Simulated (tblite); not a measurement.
Compound: C4H12GeO2Si.
Atom-mapped SMILES: `[O:1]=[CH:2][O:3][CH2:4][C@@H:5]([SiH3:6])[CH2:7][GeH3:8]` (hydrogens: H9 on C2; H10, H11 on C4; H12 on C5; H13, H14, H15 on Si6; H16, H17 on C7; H18, H19, H20 on Ge8)

Computed with GFN2-xTB (tblite), gas phase: L-BFGS steps from a force-field or distance-geometry start until the largest atomic force falls under 0.01 eV/Å.

The end geometry, which sets the zero of energy:
```
atom  x, y, z in Å
O1     -2.5275    2.1200   -0.0517
C2     -1.4491    2.4244   -0.4688
O3     -0.5154    1.6133   -0.9231
C4     -0.8002    0.2084   -0.8961
C5     -0.5547   -0.3958    0.4780
Si6    -0.6733   -2.2977    0.3804
C7      0.7739    0.0934    1.0562
Ge8     2.2924    0.1661   -0.1996
H9     -1.0822    3.4637   -0.5423
H10    -0.1212   -0.2206   -1.6376
H11    -1.8374    0.0506   -1.2062
H12    -1.3567   -0.0436    1.1392
H13    -2.0055   -2.6525   -0.1083
H14     0.3462   -2.8053   -0.5404
H15    -0.4528   -2.8298    1.7254
H16     0.6530    1.1070    1.4522
H17     1.0566   -0.5313    1.9068
H18     2.5346   -1.1428   -0.8879
H19     2.1737    1.2153   -1.2532
H20     3.5405    0.4678    0.5738
```

Question: These geometries come from the run, each turned onto the end geometry. Order them by energy, lowest first.
A.
```
atom  x, y, z in Å
O1     -2.5607    2.0883   -0.0913
C2     -1.4758    2.4117   -0.4785
O3     -0.5197    1.6184   -0.9195
C4     -0.7813    0.2086   -0.9016
C5     -0.5439   -0.3928    0.4750
Si6    -0.6886   -2.2932    0.3802
C7      0.7835    0.0950    1.0592
Ge8     2.3075    0.1653   -0.1888
H9     -1.1178    3.4563   -0.5247
H10    -0.0805   -0.2103   -1.6282
H11    -1.8099    0.0325   -1.2318
H12    -1.3459   -0.0353    1.1334
H13    -2.0564   -2.6159   -0.0274
H14     0.2617   -2.8196   -0.6011
H15    -0.3971   -2.8244    1.7108
H16     0.6610    1.1089    1.4556
H17     1.0619   -0.5286    1.9123
H18     2.5344   -1.1359   -0.8954
H19     2.2013    1.2345   -1.2234
H20     3.5611    0.4473    0.5819
```
B.
```
atom  x, y, z in Å
O1     -2.5965    2.0431   -0.1130
C2     -1.5121    2.4043   -0.4652
O3     -0.5253    1.6460   -0.8982
C4     -0.7573    0.2305   -0.9119
C5     -0.5366   -0.3824    0.4615
Si6    -0.6990   -2.2824    0.3785
C7      0.7907    0.0939    1.0535
Ge8     2.3259    0.1402   -0.1814
H9     -1.1869    3.4592   -0.4866
H10    -0.0384   -0.1606   -1.6361
H11    -1.7764    0.0441   -1.2631
H12    -1.3404   -0.0123    1.1109
H13    -2.0862   -2.6156    0.0507
H14     0.1994   -2.8178   -0.6450
H15    -0.3438   -2.8158    1.6940
H16     0.6757    1.1124    1.4372
H17     1.0554   -0.5240    1.9143
H18     2.5577   -1.1775   -0.8541
H19     2.2204    1.1797   -1.2469
H20     3.5688    0.4456    0.5978
```
C.
```
atom  x, y, z in Å
O1     -2.8307    2.1162   -0.2849
C2     -1.7091    2.4965   -0.4496
O3     -0.6515    1.7639   -0.7305
C4     -0.8322    0.3449   -0.8275
C5     -0.5036   -0.3539    0.4832
Si6    -0.6275   -2.2425    0.2391
C7      0.8434    0.1099    1.0377
Ge8     2.4339   -0.1116   -0.1085
H9     -1.3986    3.5560   -0.4000
H10    -0.1529    0.0242   -1.6205
H11    -1.8677    0.1465   -1.1199
H12    -1.2703   -0.0523    1.2091
H13    -2.0224   -2.5724   -0.0492
H14     0.2231   -2.6290   -0.8897
H15    -0.1858   -2.8892    1.4738
H16     0.7858    1.1769    1.2767
H17     1.0331   -0.4077    1.9820
H18     2.9042   -1.5317   -0.2000
H19     2.2597    0.3921   -1.5059
H20     3.5640    0.6737    0.4815
```
D.
```
atom  x, y, z in Å
O1     -2.5112    2.0301    0.5162
C2     -1.6256    2.4555   -0.1661
O3     -0.7832    1.7751   -0.9165
C4     -0.9001    0.3429   -0.9507
C5     -0.5430   -0.3224    0.3722
Si6    -0.6116   -2.2253    0.1922
C7      0.7910    0.2016    0.9092
Ge8     2.4440   -0.1570   -0.1117
H9     -1.3921    3.5319   -0.2684
H10    -0.2038    0.0436   -1.7383
H11    -1.9274    0.0859   -1.2313
H12    -1.3153   -0.0225    1.0943
H13    -1.8574   -2.5876   -0.4863
H14     0.5457   -2.6886   -0.5811
H15    -0.5993   -2.7984    1.5377
H16     0.7208    1.2876    1.0260
H17     0.9426   -0.1986    1.9152
H18     3.0583   -1.4639    0.2772
H19     2.3059   -0.1775   -1.5984
H20     3.4566    0.8983    0.2054
```
E.
```
atom  x, y, z in Å
O1     -2.7333    2.0244   -0.1910
C2     -1.6470    2.4273   -0.4885
O3     -0.6069    1.7074   -0.8602
C4     -0.7797    0.2834   -0.8895
C5     -0.5191   -0.3472    0.4697
Si6    -0.6344   -2.2492    0.3376
C7      0.8067    0.1395    1.0510
Ge8     2.3800    0.0083   -0.1285
H9     -1.3641    3.4950   -0.5077
H10    -0.0545   -0.0682   -1.6286
H11    -1.7978    0.0621   -1.2257
H12    -1.3188   -0.0122    1.1434
H13    -2.0410   -2.6028    0.1462
H14     0.1521   -2.7105   -0.8082
H15    -0.1200   -2.8432    1.5741
H16     0.7208    1.1930    1.3348
H17     1.0126   -0.4082    1.9733
H18     2.5209   -1.3413   -0.7629
H19     2.3934    1.0293   -1.2182
H20     3.6249    0.2238    0.6759
```

Answer: A (0.002 eV), B (0.005 eV), E (0.017 eV), C (0.044 eV), D (0.089 eV).

In the order of the answer:

```json
{"step": "165", "E above end (eV)": "0.002", "largest force (eV/Å)": "0.08", "rms force component (eV/Å)": "0.017", "rms distance from end (Å)": "0.044", "rms bond change (Å)": "0.001", "bond most changed (Å)": "Si6–H15 -0.001"}
{"step": "152", "E above end (eV)": "0.005", "largest force (eV/Å)": "0.04", "rms force component (eV/Å)": "0.010", "rms distance from end (Å)": "0.086", "rms bond change (Å)": "0.001", "bond most changed (Å)": "Si6–H14 -0.001"}
{"step": "120", "E above end (eV)": "0.017", "largest force (eV/Å)": "0.04", "rms force component (eV/Å)": "0.014", "rms distance from end (Å)": "0.211", "rms bond change (Å)": "0.001", "bond most changed (Å)": "C5–C7 -0.002"}
{"step": "79", "E above end (eV)": "0.044", "largest force (eV/Å)": "0.05", "rms force component (eV/Å)": "0.016", "rms distance from end (Å)": "0.363", "rms bond change (Å)": "0.001", "bond most changed (Å)": "Ge8–H19 +0.004"}
{"step": "23", "E above end (eV)": "0.089", "largest force (eV/Å)": "0.09", "rms force component (eV/Å)": "0.029", "rms distance from end (Å)": "0.541", "rms bond change (Å)": "0.002", "bond most changed (Å)": "C5–Si6 +0.005"}
```

The cost below is that of the whole relaxation. Hardware: an Arm Neoverse N1 with one thread, on a shared host. Cost: 2.6 s wall.
